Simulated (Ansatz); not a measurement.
Basis sets compared for Cu3Se⁺ (the lowest singlet isomer of a short search). Charge 1, multiplicity 1. Geometry r2SCAN-D4/def2-SVP. Ansatz on 4 threads of Arm Neoverse V2 on a shared host; times are rough, and most runs start from earlier orbitals.

```xyz
4

Cu   -0.408   -1.247    0.730
Cu    0.226   -0.259   -1.462
Cu    1.185    0.661    0.644
Se   -1.003    0.845    0.088
```

The 6-31G sets use Cartesian d functions. B3LYP takes the VWN-RPA correlation. The structure comes from a short search, and lower isomers may exist.

| level | functions | energy (Eh) | HOMO (eV) | LUMO (eV) | wall time |
| --- | --- | --- | --- | --- | --- |
| PBE-D4/def2-SVP | 125 | -7320.8798 | -10.10 | -8.26 | 1.6 s |
| B3LYP-D4/6-31G | 116 | -7321.7978 | -10.57 | -7.59 | 2.7 s |
| PBE0-D4/def2-SVP | 125 | -7320.9638 | -11.30 | -7.36 | 2.8 s |

(1) Estimate the rows for PBE-D4/def2-TZVP, B3LYP-D4/def2-TZVP, PBE0-D4/def2-TZVP.

Answers

(1) 
```
             level  functions  energy (Eh)  HOMO (eV)  LUMO (eV)  wall time
  PBE-D4/def2-TZVP        183   -7321.9178     -10.52      -8.58      2.5 s
B3LYP-D4/def2-TZVP        183   -7323.1706     -11.51      -7.98      4.9 s
 PBE0-D4/def2-TZVP        183   -7321.9755     -11.63      -7.62      5.5 s
```
